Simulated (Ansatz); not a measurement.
C₂H₄BFO, SMILES `OC1(F)BC1` at its PBE0-D4/def2-TZVP geometry, where that method's forces vanish. Total charge 0; spin multiplicity 1.

```json
{"atom": "O1", "x (Å)": "-0.724", "y (Å)": "-0.866", "z (Å)": "1.261"}
{"atom": "C2", "x (Å)": "0.182", "y (Å)": "-0.106", "z (Å)": "0.583"}
{"atom": "F3", "x (Å)": "0.931", "y (Å)": "0.693", "z (Å)": "1.417"}
{"atom": "B4", "x (Å)": "0.803", "y (Å)": "-0.610", "z (Å)": "-0.731"}
{"atom": "C5", "x (Å)": "-0.221", "y (Å)": "0.542", "z (Å)": "-0.725"}
{"atom": "H6", "x (Å)": "-1.460", "y (Å)": "-0.304", "z (Å)": "1.534"}
{"atom": "H7", "x (Å)": "1.566", "y (Å)": "-1.280", "z (Å)": "-1.339"}
{"atom": "H8", "x (Å)": "0.167", "y (Å)": "1.539", "z (Å)": "-0.935"}
{"atom": "H9", "x (Å)": "-1.243", "y (Å)": "0.393", "z (Å)": "-1.064"}
```

Problem. For each bond, give half the difference of the two atoms' forces along it (eV/Å; positive pushes the atoms apart) under PBE-D4, r2SCAN-D4, B3LYP-D4, ωB97M-V in def2-TZVPP. (Estimate.)

Solution. Computed: 
```
 bond  length (Å)  PBE-D4  r2SCAN-D4  B3LYP-D4  ωB97M-V
O1–C2       1.363    0.24       0.19      0.23     0.26
O1–H6       0.966    0.42       0.02     -0.04    -0.14
C2–F3       1.377    0.59       0.37      0.36     0.17
C2–B4       1.539   -0.11      -0.17     -0.11    -0.04
C2–C5       1.514   -0.03      -0.03      0.01     0.01
B4–C5       1.542    0.08       0.09      0.16     0.19
B4–H7       1.183    0.01      -0.04     -0.16    -0.21
C5–H8       1.090    0.08      -0.05     -0.10    -0.10
C5–H9       1.087    0.10      -0.04     -0.09    -0.10
```

B3LYP here is the variant with VWN-RPA as its local correlation; programs differ in this.
